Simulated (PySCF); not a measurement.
C2H, SMILES [C-]#C, charge -1. Atoms are numbered in the order given.

```xyz
3

C      0.0000     0.0000     0.7560
C      0.0000     0.0000    -0.4938
H      0.0000     0.0000    -1.5731
```
Charge -1, spin multiplicity 1.

The structure is a stationary point at PBE-D3(BJ)/def2-TZVPD.

Two levels are set side by side: PBE/pcSseg-2 (PySCF) and KT2/pcSseg-2 (PySCF). GIAO shifts against TMS (¹H), TMS (¹³C) at the same level; non-relativistic, no solvent, atoms listed together averaged. Differences are taken from unrounded values.

```tsv
quantity	KT2	PBE	PBE minus KT2
δ(¹³C) of C1 (ppm)	158.1	172.8	14.6
δ(¹³C) of C2 (ppm)	65.1	72.2	7.1
δ(¹H) of H3 (ppm)	1.93	1.58	-0.35
```

Rough cost on one machine, each run with all the roots and properties that it gave: KT2 against PBE within a factor of 2.
